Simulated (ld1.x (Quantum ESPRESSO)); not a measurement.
zinc (Zn): TM pseudisation with PBE, scalar-relativistic reference atom.

Zn, norm-conserving Troullier–Martins (Kleinman–Bylander form), made with ld1.x (Quantum ESPRESSO) 7.5 (PBE, scalar-relativistic). Core [Ar], reference 3d10 4s2 4p0. Waves: 4s (bound): rc 2.30 bohr; 4p (bound, empty): rc 2.00 bohr; 3d (bound): rc 1.05 bohr. Local part: all-electron potential smoothed inside 1.95 bohr (lloc = -1). Core correction: a·sin(br)/r model core inside 1.18 bohr.

Poles of the logarithmic derivatives, all-electron (AE) and pseudo (PS). s: poles at 1.2 (AE) and 1.1, 3.8 (PS) Ry. p: poles at 2.3 (AE) and 2.1 (PS) Ry. d: poles at -0.7, 4.3 (AE) and -0.7, 4.8 (PS) Ry. Test radius 2.50 bohr.

- Cutoffs needed: 230 Ry and over 300 Ry (the cutoffs (Ry, on a coarse ladder) from which the occupation-weighted sum of valence levels, in a spherical-Bessel basis at the reference potential, stays within 10 and 1 mRy of its value at 400 Ry)
- Ghost test: no extra level below or beside the all-electron valence levels (s, p, d, f tested) (spherical-Bessel basis up to 400 Ry, 20 bohr box)
- Configuration tests: 2 of 7 tests not solved or not reliable
